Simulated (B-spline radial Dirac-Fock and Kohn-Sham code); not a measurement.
# Satellites and hypersatellites of the K lines of Zn⁺

System: zinc as Zn⁺, configuration [Ar] 3d10 4s1, inside a Watson sphere of charge -1 and radius 2.4 Å (a model of the Madelung potential; inside it an electron's potential energy is raised by 6.0 eV).

Input file task.json (cfg lists n, l and occupation; rrms is the nuclear radius in fm):

```json
{"items": [{
  "Z": 30,
  "q": 1,
  "cfg": [[1, 0, 2], [2, 0, 2], [2, 1, 6], [3, 0, 2], [3, 1, 6], [3, 2, 10], [4, 0, 1]],
  "A": 64,
  "rrms": 3.9283,
  "watson": [-1, 2.4],
  "do": ["binding", "quiet", "double"]
}]}
```

Launch: `python xray_run.py task.json out`

The computed values come from an atomic code on a B-spline grid: Dirac-Fock (average of configuration) total-energy differences with a finite nucleus, the Breit interaction including its frequency dependence, and self-energy and vacuum-polarisation corrections. Each two-hole energy is an average over J within one jj subconfiguration, not an observable level; in light atoms, where LS coupling holds, the j-resolved values are not observed lines, and for a K spectator the Kα1 hypersatellite is nearly forbidden. Correlation energy is missing from these numbers.

Lines without a spectator: Kα2 (K-L2) 8614.9 eV, Kα1 (K-L3) 8638.2 eV, Kβ3 (K-M2) 9566.6 eV, Kβ1 (K-M3) 9569.6 eV. Shifts in eV with one spectator hole (a dash: not computed, or left out as unreliable):

```tsv
spectator hole	Kα2	Kα1	Kβ3	Kβ1
L2 (2p1/2)	+30.7	+37.6	–	+81.5
L3 (2p3/2)	+34.3	+33.0	+77.9	–
M2 (3p1/2)	–	+2.82	+5.05	+6.86
M3 (3p3/2)	+2.51	–	+6.33	+5.86
M4 (3d3/2)	-0.12	-1.02	–	–
M5 (3d5/2)	-1.10	-0.52	–	–
```

**Question.** Where does the K-L3 hypersatellite lie, emitted when both K electrons are missing?

**Answer.** +322.4 eV from the normal line, at 8960.6 eV. Removing both K electrons costs 19768.8 eV, which is 426.2 eV more than twice the K binding energy. In light atoms the observed hypersatellite is the ¹S₀ → ¹P₁ component, which lies below this average, and the triplet component is nearly forbidden.

With n spectator holes in 2p, averaged over the 2p shell (energies in eV):

```
n    KαLⁿ   step  hypersatellite KαʰLⁿ
0  8630.4      –                8951.7
1  8664.9  +34.5                8987.3
2  8700.3  +35.4                9023.9
3  8736.7  +36.4                9061.5
4  8774.2  +37.5                9100.2
5  8812.7  +38.5                9139.9
```
